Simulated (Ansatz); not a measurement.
Steps of a relaxation of `CC[SiH]([SiH3])Cl` with RKS PBE0-D4/def2-TZVP.

```sh
$ ansatz run in.yaml --threads 2 --pin off --events-out ev --progress --plain --max-ram 22528MiB --backend cuda --devices 0, --max-vram 18GiB
```

```yaml
crystal:
  periodic: [false, false, false]
  atoms:
    - {symbol: C, position_ang: [0.076154, 1.828549, -1.442607]}
    - {symbol: C, position_ang: [0.407533, 0.427490, -0.912599]}
    - {symbol: Si, position_ang: [-0.578842, -0.073430, 0.622820]}
    - {symbol: Si, position_ang: [0.053688, -2.179271, 1.454592]}
    - {symbol: Cl, position_ang: [-0.191376, 1.324641, 2.146578]}
    - {symbol: H, position_ang: [-0.987311, 1.906543, -1.749268]}
    - {symbol: H, position_ang: [0.255086, 2.601025, -0.667150]}
    - {symbol: H, position_ang: [0.697589, 2.087901, -2.324115]}
    - {symbol: H, position_ang: [1.485666, 0.345005, -0.653272]}
    - {symbol: H, position_ang: [0.218438, -0.352048, -1.685199]}
    - {symbol: H, position_ang: [-2.057756, -0.016660, 0.339954]}
    - {symbol: H, position_ang: [-0.180307, -3.244209, 0.412963]}
    - {symbol: H, position_ang: [-0.731479, -2.526866, 2.689624]}
    - {symbol: H, position_ang: [1.520017, -2.157870, 1.796379]}
basis:
  gaussian: {orbitals: def2-TZVP}
hamiltonian: {xc: pbe0, dispersion: d4}
relax: {f_tol: 0.005, max_steps: 150}
```

Positions (Å) and forces (eV/Å) along the path, 6 of 6 steps:

```xyz
14
step=1 energy=-30488.7380 eV
C     0.076    1.829   -1.443   -0.068    0.272   -0.083
C     0.408    0.427   -0.913    0.163   -0.240   -0.003
Si   -0.579   -0.073    0.623    0.047    0.277   -0.014
Si    0.054   -2.179    1.455    0.076   -0.186    0.081
Cl   -0.191    1.325    2.147   -0.121   -0.319   -0.357
H    -0.987    1.907   -1.749    0.513   -0.055    0.157
H     0.255    2.601   -0.667   -0.084   -0.385   -0.381
H     0.698    2.088   -2.324   -0.292   -0.147    0.424
H     1.486    0.345   -0.653   -0.506    0.066   -0.133
H     0.218   -0.352   -1.685    0.069    0.389    0.351
H    -2.058   -0.017    0.340    0.314    0.021    0.081
H    -0.180   -3.244    0.413    0.042    0.230    0.215
H    -0.731   -2.527    2.690    0.155    0.082   -0.263
H     1.520   -2.158    1.796   -0.307   -0.004   -0.076
14
step=2 energy=-30488.7836 eV
C     0.074    1.819   -1.434   -0.031    0.093   -0.026
C     0.409    0.426   -0.907    0.024   -0.130    0.036
Si   -0.570   -0.078    0.617    0.033    0.164   -0.058
Si    0.056   -2.172    1.450    0.009   -0.076    0.003
Cl   -0.205    1.308    2.123   -0.006   -0.044   -0.037
H    -0.979    1.892   -1.731    0.145   -0.011    0.046
H     0.255    2.585   -0.670   -0.026   -0.108   -0.110
H     0.685    2.071   -2.310   -0.084   -0.042    0.121
H     1.478    0.350   -0.655   -0.151    0.014   -0.039
H     0.220   -0.341   -1.674    0.028    0.114    0.096
H    -2.036   -0.002    0.346    0.078   -0.037   -0.011
H    -0.180   -3.224    0.416    0.014    0.045    0.056
H    -0.729   -2.511    2.671    0.039    0.023   -0.061
H     1.509   -2.153    1.789   -0.073   -0.003   -0.016
14
step=3 energy=-30488.7871 eV
C     0.072    1.814   -1.431    0.009    0.001   -0.013
C     0.411    0.426   -0.899   -0.018    0.012    0.055
Si   -0.562   -0.065    0.623    0.014   -0.042   -0.048
Si    0.052   -2.169    1.440    0.015    0.018    0.024
Cl   -0.200    1.315    2.128   -0.013   -0.015   -0.018
H    -0.979    1.883   -1.722   -0.024    0.000   -0.004
H     0.254    2.581   -0.676    0.006    0.018    0.015
H     0.675    2.060   -2.307    0.009    0.008   -0.020
H     1.475    0.355   -0.652    0.024    0.003   -0.004
H     0.223   -0.340   -1.661   -0.012   -0.014   -0.003
H    -2.021   -0.013    0.337   -0.012    0.028    0.007
H    -0.181   -3.222    0.413   -0.010    0.007   -0.017
H    -0.732   -2.502    2.656   -0.007   -0.009    0.016
H     1.499   -2.151    1.781    0.019   -0.016    0.010
14
step=4 energy=-30488.7878 eV
C     0.072    1.816   -1.432   -0.002    0.002   -0.001
C     0.411    0.428   -0.901   -0.001   -0.006    0.019
Si   -0.563   -0.070    0.617    0.011   -0.001   -0.007
Si    0.055   -2.170    1.446    0.001    0.002   -0.005
Cl   -0.204    1.309    2.124   -0.003    0.013    0.012
H    -0.980    1.887   -1.720   -0.011    0.001   -0.001
H     0.258    2.583   -0.677    0.002    0.006    0.006
H     0.673    2.062   -2.310    0.003   -0.001   -0.008
H     1.475    0.356   -0.655    0.009    0.001   -0.002
H     0.222   -0.337   -1.664   -0.002   -0.008   -0.010
H    -2.022   -0.009    0.334   -0.003   -0.003   -0.002
H    -0.182   -3.218    0.415   -0.003   -0.005   -0.003
H    -0.730   -2.505    2.662   -0.005    0.002    0.002
H     1.502   -2.159    1.788    0.004   -0.002    0.000
14
step=5 energy=-30488.7879 eV
C     0.072    1.816   -1.432   -0.001    0.004   -0.002
C     0.412    0.428   -0.900    0.003   -0.002    0.008
Si   -0.561   -0.070    0.618    0.002    0.004    0.001
Si    0.055   -2.171    1.445    0.002    0.001    0.001
Cl   -0.208    1.311    2.125    0.000    0.001    0.002
H    -0.981    1.886   -1.716   -0.002    0.000    0.001
H     0.260    2.584   -0.679    0.000    0.000    0.000
H     0.670    2.060   -2.313   -0.001   -0.001   -0.002
H     1.477    0.357   -0.655    0.001    0.001   -0.003
H     0.223   -0.338   -1.663   -0.001   -0.002   -0.002
H    -2.021   -0.010    0.334    0.000   -0.004   -0.004
H    -0.183   -3.219    0.414   -0.002    0.001   -0.001
H    -0.732   -2.504    2.661   -0.002    0.002   -0.001
H     1.503   -2.161    1.788    0.000   -0.004    0.000
14
step=6 energy=-30488.7880 eV
C     0.071    1.817   -1.431    0.000   -0.002   -0.001
C     0.415    0.429   -0.900    0.000    0.000    0.005
Si   -0.558   -0.071    0.617    0.003   -0.001   -0.004
Si    0.055   -2.171    1.446    0.001    0.002   -0.001
Cl   -0.212    1.311    2.125    0.000    0.003    0.002
H    -0.984    1.888   -1.706   -0.002    0.001   -0.001
H     0.266    2.586   -0.681    0.000   -0.003    0.000
H     0.662    2.060   -2.317   -0.001    0.001   -0.001
H     1.481    0.359   -0.658    0.001    0.001    0.002
H     0.225   -0.337   -1.663   -0.002    0.001   -0.001
H    -2.017   -0.015    0.328    0.002    0.000    0.000
H    -0.185   -3.219    0.416   -0.002    0.000    0.000
H    -0.734   -2.500    2.662    0.000   -0.001    0.000
H     1.503   -2.166    1.791    0.000   -0.002    0.001
```

It took 18 s on 2 threads of an AMD EPYC 7R13 on a shared host and a share of an NVIDIA H100 80 GB, with 0.91 GiB of host memory at the peak.
